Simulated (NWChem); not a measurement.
# C₃H₅BFN; SMILES C#CB(N)CF

```xyz
11

C     -0.5227    -2.7802    -0.0007
C     -0.1673    -1.6158    -0.0001
B      0.2416    -0.1324     0.0004
N      1.5731     0.2611     0.0002
C     -0.8694     0.9993     0.0013
F     -0.2978     2.2617    -0.0010
H     -0.8327    -3.8100    -0.0013
H      2.3572    -0.3763    -0.0003
H      1.8086     1.2468     0.0003
H     -1.5277     0.9045    -0.8822
H     -1.5240     0.9062     0.8877
```
Atoms are numbered in this order, from 1.

Level: PBE0/def2-SVP (NWChem), optimised geometry, unscaled harmonic frequencies. 

List the harmonic frequencies with IR intensities, and the thermochemistry.


```csv
frequency (cm⁻¹),IR intensity (km/mol)
108,1.7
136,0.1
223,10.3
229,13.9
427,0.4
447,2.3
472,10.2
594,176.3
678,0.8
715,39.1
733,4.9
755,31.3
860,2.7
876,8.3
1081,149.0
1172,53.5
1245,1.7
1365,17.4
1402,68.1
1448,7.8
1591,191.1
2190,37.2
3045,16.1
3097,17.7
3478,50.9
3622,65.1
3744,56.7
```

```
Property                                                                            Value
-----------------------------------------------------------------------  ----------------
zero-point energy                                                           51.1 kcal/mol
thermal correction to the enthalpy at 298.15 K (with zero-point energy)     55.9 kcal/mol
heat capacity Cv                                                         23.9 cal/(mol K)
entropy at 298.15 K and 1 atm (symmetry number 1)                        80.7 cal/(mol K)
dipole moment                                                                      1.52 D
```

Rigid rotor and harmonic oscillator.
